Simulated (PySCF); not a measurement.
Species: 2,2-dimethylbutanenitrile, C₆H₁₁N.
Numbering: `[CH3:1][CH2:2][C:3]([CH3:4])([CH3:5])[C:6]#[N:7]` (hydrogens: H8, H9, H10 on C1; H11, H12 on C2; H13, H14, H15 on C4; H16, H17, H18 on C5)

The same species was optimised twice, with GFN2-xTB and with PBE0-D3(BJ)/def2-SVP (PySCF), and the same property calculations (PySCF, gas phase) were run on both structures.

```tsv
coordinate	GFN2-xTB	PBE0-D3(BJ)/def2-SVP	change
C3–C6 (Å)	1.450	1.472	+0.022
C6≡N7 (Å)	1.143	1.158	+0.015
C1–C2 (Å)	1.525	1.519	-0.006
C2–C3 (Å)	1.542	1.545	+0.003
C3–C5 (Å)	1.534	1.535	+0.001
C3–C4 (Å)	1.536	1.535	-0.001
C1–C2–C3 (°)	113.9	115.7	+1.8
C4–C3–C6 (°)	108.0	108.4	+0.4
C2–C3–C5 (°)	111.9	111.6	-0.3
C5–C3–C6 (°)	108.4	108.7	+0.3
C3–C6–N7 (°)	179.8	179.5	-0.3
C2–C3–C4 (°)	109.7	109.5	-0.2
C2–C3–C6 (°)	108.8	108.6	-0.2
C4–C3–C5 (°)	109.9	110.0	+0.1
C1–C2–C3–C4 (°)	-175	-177	-2
```

Rotational constants: A = 2824, B = 2471, C = 1883 MHz (GFN2-xTB) against A = 2790, B = 2426, C = 1845 MHz (PBE0-D3(BJ)/def2-SVP). Point groups within 0.08 Å: C1 and C1.

On the GFN2-xTB structure: isotropic polarisability (au) 74.4 [wB97X-D/def2-SVPD]; HOMO (eV) -11.05 [wB97X-D/def2-SVPD]; LUMO (eV) 2.10 [wB97X-D/def2-SVPD]; dipole (D) 4.09 [wB97X-D/def2-SVPD]; HOMO (eV) -9.12 [PBE0/pcSseg-1]; LUMO (eV) 1.06 [PBE0/pcSseg-1]; dipole (D) 4.00 [PBE0/pcSseg-1]; GIAO shielding of C1 (ppm) 174.5 [PBE0/pcSseg-1]; GIAO shielding of C2 (ppm) 148.7 [PBE0/pcSseg-1]; GIAO shielding of C3 (ppm) 155.7 [PBE0/pcSseg-1]; GIAO shielding of C4/C5 (mean) (ppm) 157.8 [PBE0/pcSseg-1]; GIAO shielding of C6 (ppm) 57.4 [PBE0/pcSseg-1]; GIAO shielding of N7 (ppm) -29.1 [PBE0/pcSseg-1].

What do these properties become on the PBE0-D3(BJ)/def2-SVP structure?

| property | level | on GFN2-xTB | on PBE0-D3(BJ)/def2-SVP | change |
| --- | --- | --- | --- | --- |
| isotropic polarisability (au) | wB97X-D/def2-SVPD | 74.4 | 75.8 | +1.4 |
| HOMO (eV) | wB97X-D/def2-SVPD | -11.05 | -11.01 | +0.04 |
| LUMO (eV) | wB97X-D/def2-SVPD | 2.10 | 2.08 | -0.02 |
| dipole (D) | wB97X-D/def2-SVPD | 4.09 | 4.14 | +0.05 |
| energy, GFN2-xTB geometry as zero (kcal/mol) | wB97X-D/def2-SVPD | 0.0 | -1.1 | -1.1 |
| HOMO (eV) | PBE0/pcSseg-1 | -9.12 | -9.08 | +0.04 |
| LUMO (eV) | PBE0/pcSseg-1 | 1.06 | 1.01 | -0.05 |
| dipole (D) | PBE0/pcSseg-1 | 4.00 | 4.05 | +0.05 |
| energy, GFN2-xTB geometry as zero (kcal/mol) | PBE0/pcSseg-1 | 0.0 | -0.7 | -0.7 |
| GIAO shielding of C1 (ppm) | PBE0/pcSseg-1 | 174.5 | 173.1 | -1.4 |
| GIAO shielding of C2 (ppm) | PBE0/pcSseg-1 | 148.7 | 146.7 | -2.0 |
| GIAO shielding of C3 (ppm) | PBE0/pcSseg-1 | 155.7 | 152.1 | -3.6 |
| GIAO shielding of C4/C5 (mean) (ppm) | PBE0/pcSseg-1 | 157.8 | 155.9 | -1.9 |
| GIAO shielding of C6 (ppm) | PBE0/pcSseg-1 | 57.4 | 54.7 | -2.7 |
| GIAO shielding of N7 (ppm) | PBE0/pcSseg-1 | -29.1 | -35.9 | -6.8 |

The heavy atoms differ by 0.026 Å rms after alignment. Among bonds between heavy atoms C3–C6 changes most (+0.022 Å). Changes are differences of the printed values. Neither structure is proved a minimum here.

Conformer computed: `[CH3:1][CH2:2][C:3]([CH3:4])([CH3:5])[C:6]#[N:7]`: C1–C2–C3–C4 -177°.

Note: wB97X-D ran without an empirical dispersion term, which enters the total energy and its gradient alone.
